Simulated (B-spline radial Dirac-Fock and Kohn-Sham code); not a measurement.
**Atomic SCF run for Bi**

ΔSCF core binding energies without Breit or QED terms, calculated with an atomic code on a B-spline grid. Keys: rel is the Hamiltonian (dirac, or spin-free x2c and nr, where L3 and M5 stand for the whole 2p and 3d shells), method is hf or an exchange,correlation pair (spin-unpolarised, also for the hole states), nuc the nuclear model, radius_factor scales its radius, rmax is the box in bohr, h the logarithmic mesh step, order the B-spline order, points the quadrature points per cell, c_factor scales the speed of light, and damp, ndamp, maxit and tol steer the iteration. The run stops when the commutator error falls below 10·tol·max(1, Z/10), or the numerical noise floor, and the energy has settled to about 1e-8 Ha; the virial ratio is −V/T.

Input (task.json):

```json
{"items": [{"Z": 83, "q": 0, "cfg": [[1, 0, 2], [2, 0, 2], [2, 1, 6], [3, 0, 2], [3, 1, 6], [3, 2, 10], [4, 0, 2], [4, 1, 6], [4, 2, 10], [4, 3, 14], [5, 0, 2], [5, 1, 6], [5, 2, 10], [6, 0, 2], [6, 1, 3]], "A": 209, "rrms": 5.5211, "do": "settings", "holes": ["K", "L3", "M5"],
  "settings": [{"rel": "dirac", "method": "hf", "nuc": "fermi", "radius_factor": 1.0, "rmax": 45.0, "h": 0.3, "order": 8, "points": 10, "c_factor": 2.0, "maxit": 60, "damp": 0.5, "ndamp": 3, "tol": 1e-08}]}]}
```

Command: `python xray2_run.py task.json out`

Ground-state iterations:

```
iter   energy (Ha)        error
   1   -20409.61861083  3.58e+00
   2   -20410.35397184  1.44e-01
   3   -20410.45395936  3.77e-02
   4   -20410.45784670  1.42e-02
   5   -20410.45843688  2.81e-03
   6   -20410.45847952  4.72e-04
   7   -20410.45848202  1.06e-04
   8   -20410.45848237  4.48e-05
   9   -20410.45848240  5.10e-06
  10   -20410.45848240  4.93e-07
```

The ground state converged in 10 iterations, with total energy -20410.45848 Ha, virial ratio 1.96880 and highest orbital energy -7.64 eV. ΔSCF binding energies: K (1s) 83562.2 eV, L3 (2p3/2) 13399.4 eV, M5 (3d5/2) 2645.7 eV.
